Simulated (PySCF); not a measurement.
C₂H₅O, SMILES CC[O-], charge -1. Heavy atoms are numbered as in [CH3:1][CH2:2][O-:3]. Hydrogens are named by the atom that carries them.

Geometry: PBE0-D3(BJ)/def2-SVPD.

The numbers are results of PBE/pcSseg-2 run with PySCF, not measurements.

GIAO shieldings, no solvent; atoms alike by connectivity are averaged. δ = σ(ref) − σ: ¹³C against TMS (σ = 181.4 ppm); ¹⁷O against H2O (σ = 327.5 ppm); ¹H against TMS (σ = 31.47 ppm), references at their B3LYP-D3(BJ)/def2-TZVP geometries, non-relativistic.

Computed chemical shifts:
```tsv
nucleus	atoms	count	δ (ppm)
¹³C	C2 (CH2)	1	88.4
¹³C	C1 (CH3)	1	33.5
¹⁷O	O3	1	212.4
¹H	H on C2	2	6.75
¹H	H on C1	3	1.10
```
